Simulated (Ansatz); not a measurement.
`N[Si](O)O` radical at its PBE0-D4/def2-TZVP geometry, where that method's forces vanish. Total charge 0; spin multiplicity 2.

```tsv
atom	x (Å)	y (Å)	z (Å)
N1	0.2643	1.0953	-0.7943
Si2	0.2206	-0.1559	0.3557
O3	0.3597	-1.5363	-0.5392
O4	-1.2164	0.0603	1.1393
H5	0.9172	1.0721	-1.5592
H6	-0.0262	2.0282	-0.5553
H7	0.7355	-2.2911	-0.0840
H8	-1.2548	-0.2726	2.0370
```

Q: For each bond, give half the difference of the two atoms' forces along it (eV/Å; positive pushes the atoms apart) under PBE-D4, r2SCAN-D4, B3LYP-D4, ωB97M-V in def2-TZVPP. (Estimate.)

A: The calculation gave: 
```json
{"bond": "N1–Si2", "length (Å)": "1.700", "PBE-D4": "0.16", "r2SCAN-D4": "0.03", "B3LYP-D4": "0.08", "ωB97M-V": "0.06"}
{"bond": "N1–H5", "length (Å)": "1.006", "PBE-D4": "0.18", "r2SCAN-D4": "0.01", "B3LYP-D4": "-0.03", "ωB97M-V": "-0.03"}
{"bond": "N1–H6", "length (Å)": "1.006", "PBE-D4": "0.18", "r2SCAN-D4": "0.01", "B3LYP-D4": "-0.03", "ωB97M-V": "-0.03"}
{"bond": "Si2–O3", "length (Å)": "1.651", "PBE-D4": "0.30", "r2SCAN-D4": "0.07", "B3LYP-D4": "0.13", "ωB97M-V": "0.10"}
{"bond": "Si2–O4", "length (Å)": "1.651", "PBE-D4": "0.30", "r2SCAN-D4": "0.07", "B3LYP-D4": "0.13", "ωB97M-V": "0.10"}
{"bond": "O3–H7", "length (Å)": "0.958", "PBE-D4": "0.35", "r2SCAN-D4": "0.01", "B3LYP-D4": "-0.03", "ωB97M-V": "-0.07"}
{"bond": "O4–H8", "length (Å)": "0.958", "PBE-D4": "0.35", "r2SCAN-D4": "0.02", "B3LYP-D4": "-0.03", "ωB97M-V": "-0.07"}
```

B3LYP here is the variant with VWN-RPA as its local correlation; programs differ in this.

All numbers were calculated with Ansatz.
